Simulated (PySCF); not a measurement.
A GIAO shielding run with PySCF (density fitting, non-relativistic, gas phase) on SMILES O=C(O)C[Si@@H](O)O[SiH3], C2H8O4Si2:

```
$ OMP_NUM_THREADS=1 python probes_run.py task.json out

{"job": {"kind": "nmr", "xc": "PBE0", "basis": "pcSseg-1"}, "charge": 0, "multiplicity": 1}
O     -2.025481     0.347588    -1.318693
C     -1.748945     0.120350    -0.160104
O     -1.891043     1.055347     0.789505
C     -1.154043    -1.136118     0.333580
Si     0.587382    -1.240972    -0.483863
O      0.412202    -0.952136    -2.060325
O      1.546870    -0.165276     0.241779
Si     2.032451     1.292695     0.773502
H     -2.226395     1.879067     0.402373
H     -1.116782    -1.139761     1.417077
H     -1.737928    -1.980472    -0.021212
H      1.210471    -2.536267    -0.310448
H     -0.388223    -0.512809    -2.364722
H      3.201549     0.985924     1.591024
H      0.942326     1.878381     1.554127
H      2.347990     2.113402    -0.395010
```

Hardware: 1 thread of an Arm Neoverse N1, shared host. The job also computes population analyses, field gradients.

**Question.** How large is the calculation?

**Answer.** 80 electrons, 190 basis functions and 1036 auxiliary functions.

**Question.** How long does it take, and how much memory does it need?

**Answer.** 57 s of wall time, with 14 SCF cycles and 5 response iterations; peak memory 0.85 GiB. Times on a shared host scatter by some tens of per cent.
